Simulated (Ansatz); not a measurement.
F₂H₆N₂OSi₂ (`N[Si@H](F)O[Si@H](N)F`), charge 0, multiplicity 1.

(1) Give a relaxed structure at PBE0-D4/def2-TZVP (the Gaussian-basis code of Ansatz). (Estimate.)

## Answers

(1) Ansatz gave: 
Z-matrix (Å, degrees):
```
Si
F 1 1.591
O 1 1.619 2 111.5
N 1 1.708 2 105.1 3 -117.9
H 1 1.474 2 106.6 3 116.7
Si 3 1.632 1 140.5 2 -79.7
H 4 1.008 1 118.7 2 -39.0
H 4 1.009 1 119.5 2 -179.5
N 6 1.687 3 108.6 1 8.3
F 6 1.598 3 105.5 1 -114.1
H 6 1.472 3 111.6 1 132.0
H 9 1.005 6 123.3 3 170.7
H 9 1.009 6 120.3 3 -30.1
```
This is one stationary point; other conformers may exist.
